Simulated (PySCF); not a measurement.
# Correlation energy of Bi⁻ (bismuth, charge -1)

[Xe] 4f14 5d10 6s2 6p4, high-spin 3P determinant. All numbers are calculated (PySCF 2.14, scalar relativity through the core potential, in aug-cc-pVTZ-PP with one added diffuse shell each of d, f type with ECP60MDF (6s5p5d3f, 67 functions)). Frozen: 5s2 5p6 5d10; 6 electrons correlated.

```csv
level,correlation energy (mhartree)
CCSD,-89.97
(T),-3.76
CCSD(T),-93.73
```

Diagnostics: T1 = 0.011, D1 = 0.0210, largest double amplitude 0.050.

Task: Is a single reference adequate?

Result: Yes, within this model without spin-orbit coupling: T1 lies below 0.03 and no double amplitude reaches 0.07.

Spin-orbit coupling is strong in this species, so the high-spin LS determinant is a model state.
